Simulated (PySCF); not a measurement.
O⁻ (oxygen, charge -1) across methods

[He] 2s2 2p5, 2P determinant. All numbers are calculated (PySCF 2.14, scalar relativity by spin-free X2C-1e, in dyall-acv3z (15s9p4d2f, 76 functions)).

```
   method  E (hartree)  mean ε 2s β (eV)  mean ε 2p α (eV)  mean ε 2p β (eV)  Σ⟨r²⟩ (bohr²)   ⟨S²⟩
     PBE0     -75.1269           -13.832            -0.264             1.167          21.07  0.759
  r2SCANh     -75.1663           -12.922             0.357             1.807          21.10  0.762
     BLYP     -75.2119           -11.560             1.243             2.368          22.73  0.758
   M06-2X     -75.1778           -16.092            -1.832            -0.250          20.30  0.759
   r2SCAN     -75.1718           -12.108             0.933             2.293          21.52  0.762
      PBE     -75.1340           -11.618             1.201             2.377          22.56  0.758
      LDA     -74.6590           -11.598             0.998             2.296          22.52  0.762
      UHF    -74.84969           -19.895            -4.804            -2.162          19.14  0.772
BHandHLYP     -75.1744           -16.093            -1.811            -0.178          20.17  0.759
```

The outer electron is barely bound at this level, so radii and moments hang on the diffuse functions.

The highest occupied level is positive at PBE0, r2SCANh, BLYP, r2SCAN, PBE, LDA: only the finite basis holds that electron, which in a density functional comes from self-interaction.
